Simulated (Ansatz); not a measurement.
methylammonium (SMILES C[NH3+]), charge 1, multiplicity 1, relaxed at each level with Ansatz (a quantum-chemistry and plane-wave program); harmonic frequencies from differences of analytic forces, average atomic masses, frozen cores.

### Question
Give the equilibrium geometry, the harmonic frequencies and the zero-point energy at B3LYP/def2-TZVPP.

### Answer

(charge 1, multiplicity 1):
```csv
atom,x (Å),y (Å),z (Å)
C,-0.7920,0.1181,-0.0145
N,0.7028,-0.1048,0.0129
H,-1.2203,-0.5402,-0.7637
H,-0.9764,1.1573,-0.2676
H,-1.1883,-0.1125,0.9693
H,0.9321,-1.0732,0.2477
H,1.1573,0.4943,0.7057
H,1.1278,0.0993,-0.8945
```
Frequencies (cm⁻¹): 288, 912, 912, 922, 1280, 1280, 1470, 1501, 1501, 1530, 1671, 1671, 3087, 3186, 3186, 3401, 3474, 3474. Zero-point energy 49.67 kcal/mol.

### Question
Give the equilibrium geometry, the harmonic frequencies and the zero-point energy at CCSD(T)/cc-pVTZ.

### Answer

(charge 1, multiplicity 1):
```xyz
8

C     -0.7914     0.1180    -0.0145
N      0.7017    -0.1046     0.0129
H     -1.2172    -0.5419    -0.7649
H     -0.9728     1.1585    -0.2680
H     -1.1851    -0.1134     0.9711
H      0.9288    -1.0729     0.2477
H      1.1541     0.4949     0.7058
H      1.1246     0.0998    -0.8947
```
Frequencies (cm⁻¹): 292, 910, 910, 951, 1287, 1287, 1472, 1512, 1512, 1532, 1680, 1680, 3092, 3201, 3201, 3418, 3505, 3505. Zero-point energy 49.96 kcal/mol.
